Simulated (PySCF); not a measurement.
**Polarisability and C₆ of Xe⁺ (xenon, charge +1)**

[Kr] 4d10 5s2 5p5, 2P determinant. Calculation: PySCF 2.14, in def2-QZVPPD with the def2 core potential (28 electrons); scalar relativity through the core potential. Coupled (time-dependent) response in atomic units; α is the mean over directions.

```tsv
method	mean α (bohr³)	α xx, yy, zz	C₆ (like pair)	S(−4)
UHF	17.79	17.27, 18.05, 18.05	154.6	50.00
PBE	18.42	17.61, 18.82, 18.82	160.8	56.09
PBE0	18.07	17.37, 18.42, 18.42	157.2	52.79
r2SCANh	17.92	17.24, 18.26, 18.26	159.9	48.67
TPSSh	18.14	17.42, 18.50, 18.50	159.0	52.74
```

S(−4) is the Cauchy moment in α(ω) = α(0) + S(−4) ω² + …

Spin-orbit coupling is absent.

α(iu) at UHF:

```tsv
u (hartree)	α(iu) (bohr³)
0	17.79
0.0500	17.67
0.100	17.31
0.200	16.02
0.300	14.30
0.500	10.80
0.750	7.515
1.00	5.422
1.50	3.214
2.00	2.173
3.00	1.237
5.00	0.5830
```

A single London oscillator, α(iu) = α/(1 + u²/ω²), gives C₆ = (3/4) ω α². Matching the computed C₆ needs ω = 4 × 154.6 / (3 × 17.79²) = 0.651 hartree.

For an ion, C₆ is the dispersion term alone; charge-induced terms of lower order in 1/R come first.

The components differ because the open shell of this determinant is not spherical; for a pure term their mean is the scalar polarisability.

Energies and moments cover only the electrons outside the core potential.
